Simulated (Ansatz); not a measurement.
Question: Name a neutral molecule of B, C, Cl, N and H with ideal-gas entropy at 298 K and 1 bar (rigid rotor, harmonic PBE0-D4/def2-TZVP) between 296 and 312 J/(mol·K) and HOMO energy (PBE/def2-TZVPP) between -6.60 and -6.30 eV (Ansatz, PBE0-D4/def2-TZVP geometry).

Answer: `CNBCl` (302 J/(mol·K), -6.50 eV). Other molecules can fit too; these were computed, each in one conformer that needn't be the lowest.
